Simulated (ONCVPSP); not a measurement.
Reading a pseudo-wave (Nb)

Columns: radius, all-electron u(r) and pseudo u(r) of the 4p shell (level -32.82 eV) of niobium in the configuration [Ar] 3d10 4s2 4p6 4d5; PBE, scalar-relativistic, ONCV scheme, ONCVPSP 4.0.1.

```tsv
r (bohr)	all-electron	pseudo
0.135	0.1610	0.0302
0.270	-0.4490	0.1192
0.405	-0.4147	0.2585
0.540	-0.0108	0.4299
0.675	0.4173	0.6085
0.810	0.7324	0.7702
0.945	0.9142	0.8942
1.080	0.9842	0.9626
1.215	0.9749	0.9667
1.350	0.9165	0.9154
1.485	0.8318	0.8317
1.620	0.7366	0.7366
1.755	0.6410	0.6409
1.890	0.5505	0.5505
2.025	0.4682	0.4682
2.160	0.3953	0.3952
2.295	0.3317	0.3317
2.430	0.2771	0.2771
2.565	0.2306	0.2306
2.700	0.1914	0.1914
2.835	0.1584	0.1584
2.970	0.1309	0.1309
3.105	0.1079	0.1079
3.240	0.0889	0.0888
3.375	0.0731	0.0731
3.510	0.0600	0.0600
```

Question: How many radial nodes do the two functions have?

Answer: The all-electron 4p function has n − l − 1 = 2; the pseudo-wave has 0, since the states of the same l below it are removed with the core.

Question: At about which radius was the pseudo-wave matched?

Answer: 1.50 bohr, where the columns begin to agree (steps of 0.14 bohr).

Question: Where does each function peak?

Answer: Outermost all-electron maximum near 1.08 bohr, pseudo maximum near 1.22 bohr (to the table’s step).

Question: Is the pseudo-wave norm-conserving?

Answer: Yes: the ONCV scheme keeps the norm inside the radius equal to the all-electron one, which fixes the energy derivative of the logarithmic derivative at the level.
